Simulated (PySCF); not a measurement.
## Electron correlation in Mg⁺ (magnesium, charge +1)

[Ne] 3s1, 2S determinant. All numbers are calculated (PySCF 2.14, scalar relativity by spin-free X2C-1e, in x2c-TZVPPall). Frozen: 1s2; 9 electrons correlated.

```csv
level,correlation energy (mhartree)
CCSD,-167.11
(T),-1.16
CCSD(T),-168.27
CCSDT,-168.29
```

Diagnostics: T1 = 0.0040, D1 = 0.0086, largest double amplitude 0.019.

Question: Is a single reference adequate?

Answer: Yes: T1 lies below 0.03 and no double amplitude reaches 0.07.

This basis was not built for core-valence correlation, so the inner-shell part is incomplete.
